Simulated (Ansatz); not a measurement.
```yaml
crystal:
  periodic: [false, false, false]
  atoms:
    - {symbol: Te, position_ang: [-1.914798, 2.359700, -1.532752]}
    - {symbol: Te, position_ang: [1.813147, -1.448876, -2.058930]}
    - {symbol: Te, position_ang: [-1.715800, -1.125194, 1.531060]}
    - {symbol: Te, position_ang: [2.167076, 2.079202, 1.966534]}
    - {symbol: Ni, position_ang: [-2.553768, 0.076854, -0.543383]}
    - {symbol: Hg, position_ang: [-0.339881, -2.684937, -0.268237]}
    - {symbol: Hg, position_ang: [0.023536, 0.580889, -2.463761]}
    - {symbol: Hg, position_ang: [0.196603, 2.756113, 0.175582]}
    - {symbol: Hg, position_ang: [2.512361, 0.373384, -0.163466]}
    - {symbol: Hg, position_ang: [0.112542, 0.294112, 3.038684]}
    - {symbol: Cl, position_ang: [-2.547718, -1.401220, -2.161410]}
    - {symbol: Cl, position_ang: [-0.064451, -4.945888, -0.976945]}
    - {symbol: Cl, position_ang: [2.031260, 2.613294, -1.972314]}
    - {symbol: Cl, position_ang: [0.279901, 0.472565, 5.429338]}
basis:
  gaussian: {orbitals: def2-TZVPD, fitting: {mean_field: def2-universal-jkfit}}
total_charge: 1
magnetization: {spin_polarized: true, initial_magnetization: 1}
hamiltonian: {xc: {name: B97}, pseudopotentials: {relativity: none}}
scf: {omitted_lower_state_checks: [starts]}
output: {forces: true}
```

```sh
$ ansatz run in.yaml --threads 2 --pin off --events-out ev --progress --plain --max-ram 31744MiB --backend cuda --devices 0, --max-vram 18GiB
```

Output, abridged:

```
Functional definition: B97
2883 factors; integrals over basis functions are off by at most 5.0e-1 eV
mean field evaluation 1: about -141132.1190 eV, gradient 1.4e2 eV
mean field evaluation 2: about -139285.7575 eV, gradient 4.9e2 eV
mean field evaluation 4: about -141035.6697 eV, gradient 2.2e2 eV
mean field evaluation 8: about -141193.1696 eV, gradient 3.6e0 eV
mean field evaluation 16: about -141193.6897 eV, gradient 5.9e-2 eV
mean field -141193.68981438 eV, -5188.7723961580 hartree, gradient 6.6e-6 eV, S^2 1.638900; 0 other end points of the search recorded, 0 dependent functions left out
reference -141193.68988517 eV, -5188.7723987595 hartree; 146, 145 occupied and 552, 553 virtual orbitals, 2883 factors
Total energy: -141193.68988517 eV, -5188.7723987595 hartree
Atom 0 at    -1.914798     2.359700    -1.532752 Å, force     0.205290    -0.040929     0.050424 eV/Å
Atom 1 at     1.813147    -1.448876    -2.058930 Å, force     0.006260    -0.260759    -0.033133 eV/Å
Atom 2 at    -1.715800    -1.125194     1.531060 Å, force     0.357903    -0.090577    -0.148728 eV/Å
Atom 3 at     2.167076     2.079202     1.966534 Å, force    -0.192967    -0.226749    -0.034866 eV/Å
Atom 4 at    -2.553768     0.076854    -0.543383 Å, force    -0.439706    -0.112233    -0.347103 eV/Å
Atom 5 at    -0.339881    -2.684937    -0.268237 Å, force    -0.123877    -0.440981     0.132774 eV/Å
Atom 6 at     0.023536     0.580889    -2.463761 Å, force    -0.195218     0.288098    -0.124109 eV/Å
Atom 7 at     0.196603     2.756113     0.175582 Å, force    -0.046017     0.219843     0.039411 eV/Å
Atom 8 at     2.512361     0.373384    -0.163466 Å, force     0.190235     0.214297     0.181596 eV/Å
Atom 9 at     0.112542     0.294112     3.038684 Å, force     0.143129     0.113378     0.517428 eV/Å
Atom 10 at    -2.547718    -1.401220    -2.161410 Å, force    -0.078027     0.034085     0.173915 eV/Å
Atom 11 at    -0.064451    -4.945888    -0.976945 Å, force     0.067213     0.448715     0.033766 eV/Å
Atom 12 at     2.031260     2.613294    -1.972314 Å, force     0.132151    -0.112858    -0.071824 eV/Å
Atom 13 at     0.279901     0.472565     5.429338 Å, force    -0.026369    -0.033331    -0.369550 eV/Å
Dipole moment:    -0.136568     0.560785    -0.410848 e Å
Checks for a lower state left out: starts
```

It took 43 s on 2 threads of AMD EPYC 7R13 on a shared host and a share (18 GiB) of an NVIDIA H100 80GB HBM3, peak host memory 2.7 GiB.

In the def2 sets Hg, Te take a core potential; there is no spin–orbit coupling. The charge 1 doublet is spin-contaminated (final ⟨S²⟩ up to 1.64, 0.75 for a pure state).

The dipole of an ion depends on the origin.
